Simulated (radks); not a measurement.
Results of a calculation; reference values are marked as such.
All-electron atom: Br2+ in [Ar] 3d10 4s2 4p3. Code: a radial shooting solver on a logarithmic mesh with Libxc functionals. Model: non-relativistic Kohn-Sham, r2SCAN, spin-polarised, spherical densities, point nucleus; open shells are filled with parallel spins first; meta-GGA in the generalised Kohn-Sham scheme. Some entries of the table are withheld. Estimate them.

| orbital | occ. | eigenvalue (eV) | <1/r> (bohr^-1) | <r^2> (bohr^2) |
|---|---|---|---|---|
| 1s up | 1 | -13145.87 | 34.49 | 0.002557 |
| 1s down | 1 | -13145.53 | 34.49 | 0.002557 |
| 2s up | 1 | -1719.289 | 7.663 | 0.04410 |
| 2s down | 1 | -1719.233 | 7.662 | 0.04409 |
| 2p up | 3 | -1550.031 | 7.626 | 0.03414 |
| 2p down | 3 | -1549.773 | 7.625 | 0.03414 |
| 3s up | 1 | -259.7050 | 2.533 | 0.3617 |
| 3s down | 1 | -259.4172 | 2.531 | 0.3616 |
| 3p up | 3 | -199.8029 | 2.415 | (1) |
| 3p down | 3 | -199.4397 | 2.415 | (2) |
| 3d up | 5 | -93.6949 | 2.156 | 0.4282 |
| 3d down | 5 | -93.1968 | 2.162 | 0.4216 |
| 4s up | 1 | -43.3635 | 0.8113 | 2.980 |
| 4s down | 1 | -38.9788 | 0.8172 | 2.982 |
| 4p up | 3 | -30.0045 | (3) | 3.868 |
| 4p down | 0 | -25.5992 | (4) | 3.888 |

Answer. 
(1) 3p up <r^2> (bohr^2): 0.3776
(2) 3p down <r^2> (bohr^2): 0.3768
(3) 4p up <1/r> (bohr^-1): 0.7063
(4) 4p down <1/r> (bohr^-1): 0.7085
